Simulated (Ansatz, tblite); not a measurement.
Cost and result up the ladder for (CdTe)2 ring (Cd2Te2) (4 atoms). Total charge 0; singlet. Geometry: r2SCAN-D4/def2-SVP.

```xyz
4

Cd    0.2022    0.9618    1.0306
Te   -0.9755    1.6474   -1.3460
Cd   -0.2023   -0.9618   -1.0306
Te    0.9756   -1.6474    1.3460
```

Ansatz on 4 threads of Arm Neoverse V2 on a shared host; xTB runs through tblite on one thread. Times are rough, summed over both states, and most runs start from the orbitals of an earlier one. PBE0-D4/def2-TZVP serves as the yardstick here, not as an exact answer. The other state is a triplet.

In the def2 sets Cd, Te take a core potential; there is no spin–orbit coupling. The xTB rows come from tblite.

xTB has no spin-polarisation term.

| level | functions | wall time |
| --- | --- | --- |
| GFN1-xTB | 26 | 0.005 s |
| GFN2-xTB | 26 | 0.006 s |
| PBE-D4/def2-TZVP | 180 | 6.8 s |
| r2SCAN-D4/def2-TZVP | 180 | 17 s |
| PBE0-D4/def2-TZVP (with forces) | 180 | 17 s |

(1) Estimate what each level gives for the vertical triplet (eV).

Answers

(1) 
| level | vertical triplet (eV) | difference from PBE0-D4/def2-TZVP (eV) |
| --- | --- | --- |
| GFN1-xTB | 1.90 | 0.30 |
| GFN2-xTB | 2.34 | 0.74 |
| PBE-D4/def2-TZVP | 1.34 | -0.26 |
| r2SCAN-D4/def2-TZVP | 1.38 | -0.22 |
| PBE0-D4/def2-TZVP (with forces) | 1.60 | 0.00 |
